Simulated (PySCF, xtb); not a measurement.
GeH₃, SMILES [GeH3] (connectivity only; charge and spin as stated), charge +1, multiplicity 1.

xtb 6.7.1 with GFN2-xTB at its own geometry gives an orbital gap of 3.81 eV.

Geometry optimised at PBE0-D3(BJ)/def2-TZVPD. The spin state was assumed, not searched. The isomer is the one that the SMILES or the coordinates give; other isomers of the formula were not compared.

Q: What does r2SCAN/def2-TZVPD in PySCF give? (Estimate from the structure and the level; the computed values follow.)

A: gap 5.57 eV (levels -16.32 and -10.76 eV).
